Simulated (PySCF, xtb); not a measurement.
C2H6Zn, SMILES [CH3][Zn][CH3] (connectivity only; charge and spin as stated), charge +1, multiplicity 2.

Harmonic wavenumbers (cm⁻¹) from xtb 6.7.1 with GFN2-xTB at its own minimum, in rising order: 21, 59, 59, 337, 367, 614, 614, 618, 618, 1084, 1142, 1334, 1334, 1338, 1338, 2979, 2994, 3026, 3026, 3027, 3028.

**Question.** What does PBE-D3(BJ)/def2-SVP run with PySCF give at its own minimum? (Estimate from the structure and the level; the computed values follow.)

**Answer.** 8, 58, 58, 387, 400, 546, 546, 563, 563, 955, 1079, 1318, 1318, 1321, 1321, 2974, 2977, 3144, 3145, 3147, 3147. Paired by order, the mean absolute difference is 53 cm⁻¹ and the zero-point energies are 41.4 and 41.4 kcal/mol.
